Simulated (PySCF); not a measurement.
Task: Write a Z-matrix for `CO[C@@H]1SC[C@](C)(F)S1` as optimised with PBE0-D3(BJ)/def2-SVP.

Result: 
Z-matrix in Å and degrees, rows numbered from 1:
```
C 
O   1  1.4022
C   2  1.3790  1  114.25
S   3  1.8079  2  109.25  1  -174.39
C   4  1.8022  3   90.91  2   -78.16
C   5  1.5292  4  109.81  3   -51.51
C   6  1.5106  5  114.02  4   -84.65
F   6  1.3749  5  107.51  4   155.17
S   3  1.8421  2  113.94  1    66.28
H   1  1.1070  2  111.38  3    58.88
H   1  1.0973  2  107.21  3   178.08
H   1  1.1049  2  111.15  3   -62.53
H   3  1.1072  2  112.04  1   -54.02
H   5  1.0998  4  109.02  3  -173.08
H   5  1.0996  4  109.69  3    67.32
H   7  1.1010  6  109.64  5   -65.17
H   7  1.0989  6  110.54  5   174.96
H   7  1.0986  6  109.51  5    55.16
```

S4 (sulfide sulfur) is bent (angle 90.9°). Of the pairs four or more bonds apart, S9···H12 is among the closest relative to their van der Waals radii: 2.77 Å, 92 % of the sum of Bondi's values. The 4 C–S bonds span 1.802 Å (S4–C5, drawn single) to 1.849 Å (C6–S9, drawn single), a spread of 0.047 Å. The 2 C–O bonds span 1.379 Å (O2–C3, drawn single) to 1.402 Å (C1–O2, drawn single), a spread of 0.023 Å.

Theory: PySCF 2.14.0, PBE0-D3(BJ)/def2-SVP geometry optimisation, gas phase.

Point group: C1 (no symmetry element, even within 0.4 Å). No PBE0-D3(BJ)/def2-SVP frequencies stand behind this structure, so it isn't proved a minimum. The numbers are those of one conformer (C1–O2–C3–S4 -174°, O2–C3–S4–C5 -78°, C3–S4–C5–C6 -52°, S4–C5–C6–C7 -85°, C5–C6–S9–C3 -5°).

Time: 1.7 min; peak memory 0.78 GiB. Hardware: an Intel Xeon Platinum 8488C with one thread, shared host. These figures are those of the optimisation.
